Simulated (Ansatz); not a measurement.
Total energies of SnHMe2Cl (C₂H₇ClSn) from Ansatz at PBE-D4/def2-TZVPD, gas phase (1 Eh = 27.2114 eV = 2625.5 kJ/mol). The reference geometry is relaxed at PBE-D4/def2-SVP.

```xyz
11

Sn    0.406   -0.636   -0.114
H     1.136   -1.942    0.764
C     1.305    1.280    0.328
H     1.180    1.517    1.402
H     0.812    2.062   -0.280
H     2.383    1.251    0.081
C    -1.750   -0.620    0.041
H    -2.157   -1.589   -0.304
H    -2.154    0.192   -0.594
H    -2.052   -0.448    1.093
Cl    0.889   -1.066   -2.417
```

| state | geometry | energy (Eh) |
| --- | --- | --- |
| charge 0 singlet | reference | -754.70943 |
| charge -1 doublet | reference | -754.69027 |
| free Sn atom (triplet) | – | -214.24945 |
| free H atom (doublet) | – | -0.49962 |
| free C atom (triplet) | – | -37.79605 |
| free Cl atom (doublet) | – | -459.95933 |

In the def2 sets Sn takes a core potential; there is no spin–orbit coupling.

**Question.** Work out the vertical electron affinity, to the doublet.

**Answer.** E(charge 0 singlet) − E(charge -1 doublet) = -754.70943 − (-754.69027) = -0.01916 Eh = -0.52 eV; negative, so the extra electron isn't bound.

**Question.** What is the binding energy per atom against free atoms?

**Answer.** Atoms: 1 × (-214.24945) + 7 × (-0.49962) + 2 × (-37.79605) + 1 × (-459.95933) = -753.29822 Eh. Binding: -753.29822 − (-754.70943) = 1.41121 Eh = 38.40 eV, or 3.49 eV for each of 11 atoms (no zero-point energy, no counterpoise term).

At PBE-D4/def2-TZVPD the highest occupied level of the charge -1 doublet lies above zero (up to 2.13 eV). By energy differences it is unbound by 0.52 eV (vertical, against the charge 0 singlet, at PBE-D4/def2-TZVPD) and held by the finite basis.
